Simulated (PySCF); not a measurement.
Species: C6H8O2Si.
Z-matrix (Å and degrees, GFN2-xTB geometry), rows numbered from 1:
```
C 
O   1  1.4181
C   2  1.3532  1  117.74
O   3  1.2082  2  123.58  1    -0.03
C   3  1.4537  2  109.47  1   179.79
C   5  1.3478  3  124.01  2   179.54
C   6  1.4494  5  115.71  3  -179.94
C   7  1.3414  6  116.18  5    -0.08
Si  5  1.8870  3  125.79  2    -0.51
H   1  1.0924  2  109.75  3    -5.95
H   1  1.0911  2  108.90  3   114.34
H   1  1.0901  2  108.22  3  -126.30
H   6  1.0803  5  123.22  3     0.10
H   7  1.0810  6  119.56  5   179.90
H   8  1.0772  7  121.90  6  -179.97
H   9  1.4604  5  113.55  3    65.95
H   9  1.4607  5  113.38  3   -65.92
```

PySCF, density fitting, gas phase, GFN2-xTB geometry. The standard run uses grid level 2 after a coarse-grid start, the def2-universal JK fitting basis (with tight functions added where the orbital basis needs them), an energy threshold of 1e-9 Eh and DIIS. The changed runs have no coarse-grid stage.

Task: Standard PBE0/pcSseg-1: E = -672.753906 Eh, HOMO -7.055 eV, LUMO -2.270 eV, dipole 1.982 D, 15 cycles (coarse-grid cycles included). What changes at PBE0/pcSseg-1 with: level shift 0.9 Eh, energy threshold 0.001 Eh, at most 77 cycles?

Result: E = -672.753196 Eh (+0.710 mEh), HOMO -7.085 eV (-0.030), LUMO -2.307 eV (-0.037), dipole 1.932 D (-0.050), 6 SCF cycles. The run passed its loose test with an orbital gradient of 2.4e-02, so the density isn't fully converged and these values shouldn't be used.

The cycles:
```
cycle   1  E = -672.3965872557  dE =  1.706e+00  |g| = 1.212e+00  |ddm| = 3.742e+00
cycle   2  E = -672.6983022627  dE = -3.017e-01  |g| = 5.108e-01  |ddm| = 9.722e-01
cycle   3  E = -672.7404873031  dE = -4.219e-02  |g| = 2.000e-01  |ddm| = 3.317e-01
cycle   4  E = -672.7499721065  dE = -9.485e-03  |g| = 8.337e-02  |ddm| = 1.709e-01
cycle   5  E = -672.7524035541  dE = -2.431e-03  |g| = 3.873e-02  |ddm| = 1.057e-01
cycle   6  E = -672.7531955053  dE = -7.920e-04  |g| = 2.394e-02  |ddm| = 6.527e-02
```
